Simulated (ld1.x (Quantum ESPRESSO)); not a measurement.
**Transferability test, ultrasoft potential for molybdenum (Mo)**

- Element: molybdenum
- Generator: ld1.x (Quantum ESPRESSO) 7.5
- Type: ultrasoft
- Functional: LDA (PZ)
- Relativity: scalar-relativistic
- Frozen core: [Ar] 3d10 4s2
- Valence charge: 12
- Reference configuration: 4p6 4d4 5s0 5p0 (charge +2)
- Partial waves: 5s (bound, empty): rcut 2.55, rcutus 2.90 bohr; 5s channel at -0.9 Ry: rcut 2.55, rcutus 2.90 bohr; 4p (bound): rcut 1.85, rcutus 1.95 bohr; 5p (bound, empty): rcut 1.85, rcutus 1.95 bohr; 4d (bound): rcut 2.05, rcutus 2.55 bohr; 4d channel at -1.1 Ry: rcut 2.05, rcutus 2.55 bohr
- Local potential: all-electron potential smoothed inside 2.45 bohr (lloc = -1)
- Core correction: a·sin(br)/r model core inside 1.05 bohr
- Augmentation charge: PSQ, inside the norm-conserving radii

Energies are relative to the spin-unpolarised reference configuration 4p6 4d4 5s0 5p0; without spin polarisation the order of configurations can differ from experiment. Spin-polarised rows fill each open shell by Hund’s rule, majority spin first.

| valence configuration | charge | ΔE all-electron (eV) | error AE − PS (meV) |
| --- | --- | --- | --- |
| 4p6 4d5 5s1 5p0 | 0 | -22.889 | -1.4 |
| 4p6 4d5 5s0 5p0 | +1 | -15.703 | +4.3 |
| 4p6 4d3 5s0 5p0 | +3 | 26.961 | 0.0 |
| 4p5 4d5 5s1 5p0 | +1 | 21.203 | -122 |
| 4p6 4d5.5 5s0.5 5p0 | 0 | -22.579 | +1.7 |
| 4p6 4d4 5s1 5p1 | 0 | -19.129 | +0.1 |
| 4p6 4d4 5s0 5p0 (spin-polarised) | +2 | -2.483 | +59 |
| 4p6 4d5 5s1 5p0 (spin-polarised) | 0 | -26.812 | +96 |

Problem. What are ΔE and the potential's error for 4p6 4d6 5s0 5p0?

Solution. ΔE = -22.067 eV all-electron; the error (AE − PS) is +5.6 meV.
